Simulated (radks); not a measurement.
Results of a calculation; reference values are marked as such.
Ionisation of neutral ruthenium, [Kr] 4d7 5s1, to Ru+, [Kr] 4d7, under several functionals. Scalar-relativistic Kohn-Sham, spin-polarised, spherical densities, point nucleus; open shells are filled with parallel spins first (spin-orbit coupling, left out, can overturn this in heavy ions); a radial shooting solver on a logarithmic mesh with Libxc functionals.

functional                                      E(Ru) (hartree)  Exc (hartree)  IE (eV)  -e(HOMO) (eV)  <r> HOMO (bohr)  IE error (eV)
LDA (Slater exchange, Perdew-Wang correlation)      -4526.34232     -128.92161    8.034          4.184            1.734         +0.673
B86b exchange with PBE correlation                  -4531.42222     -134.06251    7.799          3.858            1.726         +0.438
RPBE                                                -4531.11822     -133.75895    7.670          3.753            1.730         +0.310
exchange-only B88                                   -4529.20482     -131.79331    7.358          2.784            1.745         -0.002
XLYP                                                -4531.83311     -134.46363    7.725          3.914            1.757         +0.364
BP86                                                -4531.75930     -134.39777    7.933          4.034            1.730         +0.572

NIST Atomic Spectra Database: 7.361 eV (measured). Closest: exchange-only B88. The Delta-SCF values span 0.68 eV, the total energies 5.49 hartree. The highest occupied level is 4d. Open shells are spherical and high-spin; term and fine-structure splittings are not resolved.
